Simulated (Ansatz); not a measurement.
**One elementary step**

Start structure (SiH₂SeF₄, closed shell), relaxed at PBE0-D4/def2-TZVP:

Si1  (-1.119, -0.608, -0.636)
F2  (0.225, -1.406, -0.662)
F3  (-2.250, -1.536, -1.195)
F4  (-1.492, -0.210, 0.828)
F5  (-1.025, 0.656, -1.547)
H6  (2.623, 0.615, 0.365)
Se7  (1.597, 1.579, 0.776)
H8  (1.440, 0.910, 2.071)
(Å)

The step: SiF₄ ([F][Si]([F])([F])[F]) + H₂Se → SiHSeF₃ ([F][Si]([F])([F])[SeH]) + HF; bonds formed: Si1–Se7, F2–H6; bonds broken: Si1–F2, H6–Se7. Program: Ansatz 0.2.0. Basis: def2-TZVPP and def2-QZVPP. Cores are frozen in the correlated methods. Filled d shells of the heavier atoms are correlated. The def2 sets are not built for correlating such inner shells, so the correlated values are less sure here. Extrapolation: Hartree–Fock as exp(−7.88 √X), correlation as X^−2.97. Energies below are by CCSD(T) at an estimated basis limit (MP2 extrapolated from triple and quadruple zeta, plus CCSD(T) − MP2 in triple zeta).

Task: What are the electronic barrier and the energy of the step, from the start structure to the end structure? (To be estimated.)

Result: Computed: Barrier 196.1 kJ/mol; step energy 87.9 kJ/mol (uphill); reverse barrier, their difference, 108.3 kJ/mol. Barrier and step energy count from the start structure, the reverse barrier from the end structure.

The saddle point: One imaginary mode of 850i cm⁻¹.
| pair | start (Å) | saddle (Å) | end (Å) |
| --- | --- | --- | --- |
| Si1–Se7 | 3.76 | 2.46 | 2.25 |
| F2–H6 | 3.30 | 1.24 | 0.93 |
| Si1–F2 | 1.56 | 1.83 | 3.95 |
| H6–Se7 | 1.47 | 1.67 | 2.41 |

Zero-point energy (harmonic, PBE0-D4): ZPE is 71.4 kJ/mol at the start and 68.7 kJ/mol at the saddle, so the barrier goes from 196.1 to 193.4 kJ/mol.

No T1 diagnostic of these runs exceeds 0.012.

Labels in which every atom is bracketed show which atoms are joined, not bond orders.

For scale, one of the runs: CCSD(T)/def2-TZVPP, 242 basis functions, launched by `ansatz run in.yaml --threads 8 --pin off --events-out ev --progress --plain --max-ram 19148MiB`. The run took 3.5 min on 8 CPU threads of an Arm Neoverse V1 (shared host), with 5.4 GiB of host memory at its peak.
